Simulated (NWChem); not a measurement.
System: HSF2 cation; SMILES F[SH+]F

Input file for NWChem:

```
start job
memory heap 200 mb stack 900 mb global 1100 mb
charge 1
geometry units angstroms noautosym nocenter noautoz
  F     -0.489097    -0.022044    -1.202940
  S      0.482723    -0.031668     0.000000
  F     -0.489097    -0.022044     1.202940
  H      0.742362     1.322973     0.000000
end
basis spherical
  * library def2-svp
end
dft
  xc m06-2x
  iterations 150
end
cosmo
  do_cosmo_smd true
  solvent cychexan
end
task dft energy
```

Output (shortened):

```
             Northwest Computational Chemistry Package (NWChem) 7.3.0
             --------------------------------------------------------

                             Geometry "geometry" -> ""
                             -------------------------

 Output coordinates in angstroms (scale by  1.889725989 to convert to a.u.)

  No.       Tag          Charge          X              Y              Z
 ---- ---------------- ---------- -------------- -------------- --------------
    1 F                    9.0000    -0.48909700    -0.02204400    -1.20294000
    2 S                   16.0000     0.48272300    -0.03166800     0.00000000
    3 F                    9.0000    -0.48909700    -0.02204400     1.20294000
    4 H                    1.0000     0.74236200     1.32297300     0.00000000

 Effective nuclear repulsion energy (a.u.)     126.8632086253

                                 NWChem DFT Module
                                 -----------------

 Summary of "ao basis" -> "ao basis" (spherical)
 ------------------------------------------------------------------------------
       Tag                 Description            Shells   Functions and Types
 ---------------- ------------------------------  ------  ---------------------
 F                          def2-svp                 6       14   3s2p1d
 S                          def2-svp                 8       18   4s3p1d
 H                          def2-svp                 3        5   2s1p

 in cosmo_initialize ...
 calling solv_data for solv:cychexan

 solvent parameters
 solvname_short: cychexan
 solvname_long:  cyclohexane
 dielec:        2.0165
 dielecinf:     2.0352
 nonaqueous SMD model solvent descriptors
 dielec:        2.0165
 sola:          0.0000
 solb:          0.0000
 solc:          0.0000
 solg:         35.4800
 solh:          0.0000
 soln:          1.4266

          ---------------
          -cosmo- solvent
          ---------------
 Cosmo: York-Karplus, doi: 10.1021/jp992097l
 dielectric constant -eps-     =   2.02
 screen = (eps-1)/(eps    )    =   0.50409
 surface charge correction     = lagrangian

   van der Waals surface
 --------------------------

[...]

                                COSMO-SMD solvation results
                                ---------------------------

             internal energy in gas <Psi(g)|H|Psi(g)> =      -597.685316741759
         internal energy in solvent <Psi(s)|H|Psi(s)> =      -597.685038391667
                               delta internal energy  =         0.000278350092 (    0.17 kcal/mol)
   total free energy in solvent <Psi(s)|H+V/2|Psi(s)> =      -597.740661210736
 polarization energy contribution <Psi(s)|V/2|Psi(s)> =        -0.055622819069 (  -34.90 kcal/mol)
    total free energy in solvent including G(SMD-CDS) =      -597.740774342894
                       G(SMD-CDS) energy contribution =        -0.000113132158 (   -0.07 kcal/mol)
     1 M fixed-concentration free energy of solvation =        -0.055457601135 (  -34.80 kcal/mol)

                       DFT Final Molecular Orbital Analysis
                       ------------------------------------

 Vector   15  Occ=2.000000D+00  E=-7.323418D-01
              MO Center= -4.4D-01, -2.1D-02,  7.2D-07, r^2= 1.9D+00
   Bfn.  Coefficient  Atom+Function         Bfn.  Coefficient  Atom+Function
  ----- ------------  ---------------      ----- ------------  ---------------
     6      0.407448  1 F  pz                38      0.407448  3 F  pz
     9     -0.270736  1 F  pz                41     -0.270736  3 F  pz
     4     -0.268233  1 F  px                36      0.268234  3 F  px
     7      0.176084  1 F  px                39     -0.176085  3 F  px
    27     -0.072214  2 S  pz                31      0.063502  2 S  d  1

 Vector   16  Occ=2.000000D+00  E=-7.316051D-01
              MO Center= -1.7D-01,  8.6D-02, -7.6D-07, r^2= 2.1D+00
   Bfn.  Coefficient  Atom+Function         Bfn.  Coefficient  Atom+Function
  ----- ------------  ---------------      ----- ------------  ---------------
     4      0.380179  1 F  px                36      0.380179  3 F  px
     7     -0.263651  1 F  px                39     -0.263651  3 F  px
    18      0.214945  2 S  s                  5      0.190648  1 F  py
    22      0.191138  2 S  px                37      0.190648  3 F  py
    47      0.186617  4 H  s                 17      0.155518  2 S  s

 Vector   17  Occ=2.000000D+00  E=-6.142438D-01
              MO Center=  3.3D-01, -6.8D-03, -1.1D-08, r^2= 1.9D+00
   Bfn.  Coefficient  Atom+Function         Bfn.  Coefficient  Atom+Function
  ----- ------------  ---------------      ----- ------------  ---------------
    23      0.347554  2 S  py                26      0.295799  2 S  py
    47      0.287045  4 H  s                  5      0.282892  1 F  py
    37      0.282892  3 F  py                17     -0.278311  2 S  s
    18     -0.224712  2 S  s                  8     -0.205848  1 F  py
    40     -0.205848  3 F  py                22     -0.178095  2 S  px

 Vector   18  Occ=0.000000D+00  E=-1.962370D-01
              MO Center=  5.6D-01, -5.9D-03,  1.1D-08, r^2= 1.7D+00
   Bfn.  Coefficient  Atom+Function         Bfn.  Coefficient  Atom+Function
  ----- ------------  ---------------      ----- ------------  ---------------
    27      0.891818  2 S  pz                24      0.420813  2 S  pz
     3      0.315176  1 F  s                 35     -0.315176  3 F  s
     4     -0.248519  1 F  px                36      0.248519  3 F  px
     7      0.246965  1 F  px                39     -0.246965  3 F  px
    21      0.220284  2 S  pz                31     -0.176454  2 S  d  1

[...]
```

Level: M06-2X/def2-SVP, SMD on the gas-phase geometry. Coordinates come from a PBE0/def2-SVP optimisation. Solvent: cyclohexane.
